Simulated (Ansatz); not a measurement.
Consider the ligand exchange at a Ge–O bond: `CO[SiH](F)[O][GeH3]` + `NB(O)F` → `NB(F)[O][GeH3]` + `CO[SiH](O)F`.

Gas-phase electronic energies from Ansatz, PBE0-D4/def2-TZVP geometries. CCSD(T)/CBS is the MP2 limit (def2-TZVPP, def2-QZVPP) plus CCSD(T) − MP2 in def2-TZVPP, frozen cores. DFT in def2-TZVPP. B3LYP here is the variant with VWN-RPA as its local correlation; programs differ in this. For Ge outer-core shells are correlated without core-valence functions, which leaves a few kJ/mol of doubt a bond. Scalar relativity is left out up to krypton. Each species was taken in one conformer, which may not be the lowest.

`CO[SiH](F)[O][GeH3]`:

Cartesian coordinates in Å:
```
C -0.979 1.277 1.673
O -0.359 0.717 0.536
Si 0.983 -0.204 0.551
F 0.763 -1.396 1.587
O 1.209 -0.774 -0.932
Ge 0.115 -1.055 -2.316
H -1.299 0.500 2.373
H -0.306 1.967 2.195
H -1.856 1.835 1.342
H 2.171 0.532 1.016
H -1.155 -1.750 -1.806
H -0.200 0.305 -2.951
H 0.912 -1.955 -3.267
```

`NB(O)F`:

Cartesian coordinates in Å:
```
N 0.732 -0.320 -0.486
B -0.370 0.433 -0.045
O -1.114 0.178 1.069
F -0.740 1.497 -0.766
H 1.232 -0.068 -1.320
H 1.092 -1.133 -0.022
H -0.831 -0.587 1.570
```

`NB(F)[O][GeH3]`:

```xyz
10

N     2.009   -0.523    0.747
B     0.639   -0.421    0.473
F    -0.208   -1.249    1.126
O     0.147    0.473   -0.418
Ge   -1.587    0.661   -0.819
H     2.380   -1.183    1.405
H     2.688    0.062    0.297
H    -2.353    1.053    0.452
H    -1.607    1.786   -1.860
H    -2.108   -0.660   -1.404
```

`CO[SiH](O)F`:

```xyz
10

C    -1.284    0.504    0.853
O    -0.628   -0.099   -0.243
Si    0.973   -0.082   -0.509
O     1.311   -1.095   -1.726
F     1.698   -0.530    0.839
H    -1.177    1.594    0.828
H    -0.893    0.132    1.804
H    -2.345    0.260    0.789
H     1.506    1.243   -0.859
H     0.840   -1.928   -1.774
```

(1) Is it downhill or uphill in electronic energy at CCSD(T)/CBS, and by how much? (Best estimate.)

(2) What do these levels give: PBE-D4, r2SCAN-D4, PBE0-D4, B3LYP-D4, B2PLYP, PBE0, SCS-MP2/def2-TZVPP, CCSD/def2-TZVPP, HF/def2-QZVPP, SCS-MP2/def2-QZVPP, HF/CBS(def2), CCSD/CBS(def2)? (Estimate.)

Largest T1 diagnostic among the species: 0.012.

## Answers

(1) The calculation gave: Uphill: ΔE = +1.0 kcal/mol.

(2) Computed: PBE-D4 0.7, r2SCAN-D4 0.7, PBE0-D4 1.0, B3LYP-D4 1.1, B2PLYP 0.6, PBE0 0.6, SCS-MP2/def2-TZVPP 0.9, CCSD/def2-TZVPP 0.9, HF/def2-QZVPP 1.5, SCS-MP2/def2-QZVPP 1.0, HF/CBS(def2) 1.5, CCSD/CBS(def2) 1.1 kcal/mol.
